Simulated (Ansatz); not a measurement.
Consider the ligand exchange at the Si–C bond: `F/C=C/[SiH3]` + `[OH][Al]([OH])[Br]` → `[OH][Al]([Br])[O][SiH3]` + `C=CF`.

Gas-phase electronic energies from Ansatz, PBE0-D4/def2-TZVP geometries. CBS: MP2 limit from def2 TZ/QZ plus the TZ coupled-cluster correction, frozen cores. Functionals use def2-TZVPP. For Br outer-core shells are correlated without core-valence functions, which leaves a few kJ/mol of doubt a bond. Scalar relativity is left out up to krypton. One conformer a species, not always the lowest.

| species | r2SCANh-D4 energy (Eh) |
| --- | --- |
| `F/C=C/[SiH3]` | -468.47843 |
| `[OH][Al]([OH])[Br]` | -2968.38503 |
| `[OH][Al]([Br])[O][SiH3]` | -3259.09986 |
| `C=CF` | -177.80017 |

(1) Work out ΔE.

Largest T1 diagnostic among the species: 0.012.

Answers

(1) ΔE = (-3259.09986) + (-177.80017) − (-468.47843) − (-2968.38503) = -0.03657 Eh = -96.0 kJ/mol. CCSD(T)/CBS gives -99.8 kJ/mol.

From BLYP to BHLYP (50 % exact exchange), in def2-TZVPP and without D4, ΔE moves by −13.8 kJ/mol. In def2-TZVPP, CCSD(T) changes the Hartree–Fock value by +21.6 kJ/mol (the triples alone add +3.8 kJ/mol) and MP2 by +22.5 kJ/mol. Leaving LDA and LC-ωPBE aside and taking each functional with its dispersion term where it has one, the values, not all of them listed here, spread over 30.9 kJ/mol, from BHLYP-D4 to revPBE-D4.
